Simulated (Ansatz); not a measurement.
MMe2 with several metals: binding per atom (eV) at several levels, gas phase, relaxed structures; Ansatz. Binding counts from free atoms in the multiplicity of their measured ground term, without zero-point energy. Singlets are spin-restricted. A dash marks a value that wasn't run or was left out as unsound. The structures are stationary points that may keep the symmetry of their start. Correlated methods freeze inner cores and use unrestricted references for open shells. Remarks come from the PBE and PBE0 runs and from stability tests at other levels; not every state was tested. HOMO above LUMO (over both spins in singlets and doublets, within one spin in higher multiplets; at PBE or PBE0), or a gap under 0.15 eV within one spin, warns that the state may not be the lowest or that an electron is smeared out.

```json
{"species": "CoMe2 (C2H6Co)", "state": "quartet", "geometry": "PBE0-D4/def2-TZVP", "r2SCAN-D4/def2-TZVPD": "–", "PBE0-D4/def2-TZVP": "3.47", "PBE0-D4/def2-TZVPD": "–", "LC-ωPBE/def2-TZVP": "3.45", "CCSD(T)/def2-TZVP": "3.33", "remarks": "doublet lower at PBE"}
{"species": "CrMe2 (C2H6Cr)", "state": "quintet", "geometry": "PBE-D4/def2-TZVP", "r2SCAN-D4/def2-TZVPD": "3.42", "PBE0-D4/def2-TZVP": "3.40", "PBE0-D4/def2-TZVPD": "3.40", "LC-ωPBE/def2-TZVP": "3.38", "CCSD(T)/def2-TZVP": "3.30", "remarks": "–"}
{"species": "FeMe2 (C2H6Fe)", "state": "quintet", "geometry": "PBE0-D4/def2-TZVP", "r2SCAN-D4/def2-TZVPD": "3.50", "PBE0-D4/def2-TZVP": "3.50", "PBE0-D4/def2-TZVPD": "3.50", "LC-ωPBE/def2-TZVP": "3.50", "CCSD(T)/def2-TZVP": "3.36", "remarks": "–"}
{"species": "CuMe2 (C2H6Cu)", "state": "doublet", "geometry": "r2SCAN-D4/def2-TZVP", "r2SCAN-D4/def2-TZVPD": "3.37", "PBE0-D4/def2-TZVP": "3.33", "PBE0-D4/def2-TZVPD": "3.33", "LC-ωPBE/def2-TZVP": "3.31", "CCSD(T)/def2-TZVP": "3.22", "remarks": "HOMO above LUMO, gap within one spin near zero"}
{"species": "MnMe2 (C2H6Mn)", "state": "sextet", "geometry": "r2SCAN-D4/def2-TZVP", "r2SCAN-D4/def2-TZVPD": "3.49", "PBE0-D4/def2-TZVP": "3.46", "PBE0-D4/def2-TZVPD": "3.47", "LC-ωPBE/def2-TZVP": "3.48", "CCSD(T)/def2-TZVP": "3.32", "remarks": "–"}
{"species": "NiMe2 (C2H6Ni)", "state": "triplet", "geometry": "r2SCAN-D4/def2-TZVP", "r2SCAN-D4/def2-TZVPD": "3.50", "PBE0-D4/def2-TZVP": "3.44", "PBE0-D4/def2-TZVPD": "3.44", "LC-ωPBE/def2-TZVP": "3.43", "CCSD(T)/def2-TZVP": "3.34", "remarks": "singlet lower at PBE"}
```

Estimate the column for PBE-D4/def2-SVP.

CoMe2 (C2H6Co) 3.58; CrMe2 (C2H6Cr) 3.51; FeMe2 (C2H6Fe) 3.56; MnMe2 (C2H6Mn) 3.54; NiMe2 (C2H6Ni) 3.59.
